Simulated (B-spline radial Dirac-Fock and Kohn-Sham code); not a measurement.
# X-ray form factors of lead in several charge states

The computed values come from a radial finite-basis atomic code: Dirac-Fock orbitals of the configuration average with a finite nucleus.

Configurations: Pb⁷⁶⁺ [He] 2s2 2p2; Pb⁷⁸⁺ [He] 2s2; Pb⁷⁹⁺ [He] 2s1; Pb⁸⁰⁺ 1s2; Pb⁸¹⁺ 1s1. The first column is f₀ of Pb⁷⁶⁺, the others are differences from it.

| s (Å⁻¹) | Pb⁷⁶⁺ | Δ Pb⁷⁸⁺ | Δ Pb⁷⁹⁺ | Δ Pb⁸⁰⁺ | Δ Pb⁸¹⁺ |
| --- | --- | --- | --- | --- | --- |
| 0 | 6.000 | -2.000 | -3.000 | -4.000 | -5.000 |
| 0.1 | 5.999 | -1.999 | -2.999 | -3.999 | -4.999 |
| 0.2 | 5.994 | -1.997 | -2.996 | -3.995 | -4.994 |
| 0.3 | 5.987 | -1.994 | -2.991 | -3.988 | -4.988 |
| 0.4 | 5.978 | -1.990 | -2.984 | -3.978 | -4.978 |
| 0.5 | 5.965 | -1.984 | -2.975 | -3.966 | -4.966 |
| 0.7 | 5.932 | -1.970 | -2.952 | -3.934 | -4.933 |
| 0.9 | 5.888 | -1.950 | -2.921 | -3.892 | -4.890 |
| 1.1 | 5.834 | -1.926 | -2.883 | -3.840 | -4.837 |
| 1.4 | 5.734 | -1.882 | -2.812 | -3.744 | -4.739 |
